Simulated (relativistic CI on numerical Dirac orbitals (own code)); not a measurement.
One change at a time: Ru⁸⁺

Base calculation: Dirac-Coulomb-Breit CI, orbitals from a KLI potential per configuration, QED by a radiative potential, unscaled Slater integrals.

Configuration list (outside the closed core [Ar] 3d10): 4s²4p⁶, 4s²4p⁵4d, 4s4p⁶4d, 4s²4p⁵4f, 4s4p⁶4f, 4s²4p⁵5s, 4s²4p⁵5p, 4s²4p⁵5d, 4s4p⁶5s, 4p⁶4d², 4p⁵4d³, 4p⁵4d²4f, 4p⁵4d²5s, 4p⁵4d²5p. Double excitations out of closed p, d and f shells are left out; levels of such configurations are missing from the list, as are those of other unlisted configurations, and high levels can miss mixing partners. These lack a partner that the ground configuration has and come out too high: 4s²4p⁵5d.

Variants: (1) valence Slater integrals scaled by 0.9; (2) only the first 3 configurations. Shifts of the energy above 4s²4p⁶ ¹S0, in cm⁻¹, for the lowest level and the first level of each name with at least 55 % of one term (blank where a level changes its place among those of its configuration and J or its character, or is not in the variant):

```
        Level    Base    Δ(1)    Δ(2)
   4s²4p⁶ ¹S0       0       0       0
4s²4p⁵4d ³P°0  357676   +2913    -137
4s²4p⁵4d ³P°1  362276   +2741    -134
4s²4p⁵4d ³P°2  371607   +2353    -124
4s²4p⁵4d ³F°4  373519   +1938   +1812
4s²4p⁵4d ³F°3  376913   +1445   +1527
4s²4p⁵4d ³F°2  384495    +982   +1101
4s²4p⁵4d ³D°3  399893    -868      +7
4s²4p⁵4d ³D°1  411596    -803    -155
4s²4p⁵4d ¹P°1  524480  -12308   +3022
4s²4p⁵5s ³P°2  649672    +255        
  4s4p⁶4d ³D1  676894   +4481  +21469
  4s4p⁶4d ³D2  679402   +4371  +20709
4s²4p⁵5s ³P°0  682527    +253        
  4s4p⁶4d ³D3  683437   +4229  +19664
 4s²4p⁵5p ³S1  726794   +2053        
  4s4p⁶4d ¹D2  732214   -1593   +4433
 4s²4p⁵5p ³D3  744346    +374        
 4s²4p⁵5p ³P2  752235    -466        
 4s²4p⁵5p ³P0  763567   -1042        
 4s²4p⁵5p ³D1  770300     +84        
 4s²4p⁵5p ³P1  780168     -76
```

At this charge configurations can still be misplaced by up to about 7 % of their energy.

Ionisation energy from the two ground configurations alone: base 177.227 eV. The NIST ASD value (semi-empirical) is 178.41 eV.

LS names give the leading component of a level, which can be under half, so a name can repeat, a term be missing and a line seem to break the LS rules.
